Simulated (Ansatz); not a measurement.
Cartesian coordinates in Å:
```
C 1.454 0.686 0.296
Si -0.166 -0.106 0.753
C -1.126 -0.508 -0.870
F -0.430 -1.345 -1.669
F -1.364 0.603 -1.599
Cl -2.694 -1.273 -0.506
H 2.053 0.011 -0.319
H 1.289 1.609 -0.263
H 2.028 0.929 1.194
H -1.048 0.796 1.531
H 0.004 -1.401 1.453
```

Charge 0, multiplicity 1.

Q: List the CAM-B3LYP/def2-TZVPP orbital energies in eV (Ansatz 0.2.0). (Estimate.)

A: Ansatz gave: Occupied: -2764.83, -1801.43, -674.53, -674.53, -284.54, -278.86, -259.60, -198.71, -198.47, -198.47, -146.03, -101.37, -101.34, -101.32, -37.23, -35.49, -25.85, -21.95, -20.70, -17.99, -17.65, -16.74, -15.43, -14.44, -13.74, -13.68, -13.46, -13.28, -11.51, -11.47, -11.08, -10.76, -10.13. Lowest empty: 1.31, 1.39, 2.04, 2.34, 2.74, 3.22, 3.48, 3.81.
